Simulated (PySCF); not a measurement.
Scan of CH₄B (anion, charge -1), singlet: twist about the double or partial double bond, both ends planar. Scanned: twist about the central bond. Other coordinates (C-B length, H-C-B angle, H-B-C angle, C-H length, B-H length) were minimised at B3LYP/def2-TZVP.

- RHF/aug-cc-pVDZ (PySCF)
- RMP2/6-31G* = restricted MP2 (frozen core)/6-31G*, spherical d (PySCF 2.14.0)
- M06-2X/aug-cc-pVDZ (PySCF)
- CCSD(T) on RHF/aug-cc-pVDZ, 2 core orbitals frozen (PySCF)

Energies relative to the lowest point of each profile, in kcal/mol:

| at / ° | RHF | RMP2/6-31G* | M06-2X |
|---|---|---|---|
| 0 | 0.0 | 0.0 | 0.0 |
| 7.50 | 0.5 | 0.6 | 0.5 |
| 15 | 2.2 | 2.3 | 2.0 |
| 22.50 | 4.8 | 5.1 | 4.5 |
| 30 | 8.5 | 9.1 | 8.0 |
| 37.50 | 13.1 | 14.1 | 12.4 |
| 52.50 | 24.6 | 27.1 | 23.5 |
| 60 | 31.2 | 35.0 | 29.9 |
| 67.50 | 38.0 | 43.5 | 36.8 |
| 75 | 44.5 | 52.6 | 43.6 |
| 82.50 | 49.7 | 61.5 | 50.0 |
| 90 | 52.3 | 66.5 | 53.9 |

Estimate the CCSD(T) values at these points.

0: 0.0; 7.50: 0.5; 15: 2.0; 22.50: 4.4; 30: 7.8; 37.50: 12.0; 52.50: 22.8; 60: 29.1; 67.50: 35.9; 75: 43.0; 82.50: 49.9; 90: 55.0 (kcal/mol).

Near 90° the triplet can lie below this singlet.
